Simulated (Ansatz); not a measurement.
`[F][In]([SH])[Br]` + `N=C(O)CO` → `[OH][In]([F])[Br]` + `N=C(O)CS`  (formal exchange of groups at the In–S bond)

Gas-phase electronic energies from Ansatz, PBE0-D4/def2-TZVP geometries. CCSD(T)/CBS adds triple-zeta CCSD(T) − MP2 to the extrapolated MP2 energy (def2 sets, frozen cores). Functionals use def2-TZVPP. B3LYP here is the variant with VWN-RPA as its local correlation; programs differ in this. Elements past krypton have def2 core potentials. For Br, In outer-core shells are correlated without core-valence functions, which leaves a few kJ/mol of doubt a bond. Scalar relativity is left out up to krypton. One conformer a species, not always the lowest.

| level | ΔE (kJ/mol) |
| --- | --- |
| B3LYP-D4 | 33.0 |
| PBE0 | 37.0 |
| HF/def2-TZVPP | 48.9 |
| SCS-MP2/def2-TZVPP | 24.8 |
| CCSD(T)/def2-TZVPP | 29.2 |
| MP2/def2-QZVPP | 20.1 |
| HF/CBS(def2) | 47.2 |
| MP2/CBS(def2) | 18.8 |

What does CCSD(T)/CBS give? (Estimate.)

The calculation gave: +24.9 kJ/mol. The listed levels differ from it by 8.1, 12.1, 24.0, -0.1, 4.3, -4.8, 22.3, -6.1 kJ/mol.

Largest T1 diagnostic among the species: 0.014.

From PBE to PBE0 (25 % exact exchange), in def2-TZVPP and without D4, ΔE moves by +6.3 kJ/mol. In def2-TZVPP, CCSD(T) changes the Hartree–Fock value by −19.7 kJ/mol (the triples alone add −3.4 kJ/mol) and MP2 by −25.8 kJ/mol.
